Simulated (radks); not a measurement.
Pd27+, configuration [Ar] 3d1. Calculated with a radial shooting solver on a logarithmic mesh with Libxc functionals: Dirac Kohn-Sham, PBE, spin-unpolarised, spherical densities, finite nucleus; open shells are shared between the two j in proportion to 2j + 1; Fermi nuclear charge, rms radius 4.5318 fm.

Normalised radial functions P(r) = r R(r) (large component), r in bohr:

r	3p3/2
0.002624	0.0090
0.003642	0.0168
0.005097	0.0315
0.007075	0.0574
0.009822	0.1028
0.01374	0.1820
0.01908	0.3068
0.02649	0.4920
0.03677	0.7349
0.05145	0.9933
0.07142	1.1244
0.09915	0.9254
0.1387	0.1984
0.1926	-0.8943
0.2674	-1.7739
0.3712	-1.7831
0.5194	-1.0001
0.721	-0.2925
1.001	-0.0359

3p3/2: eigenvalue -1543.2 eV, 1 radial node at r = 0.148 bohr, <r> = 0.341 bohr, 90 % of the charge inside 0.506 bohr.
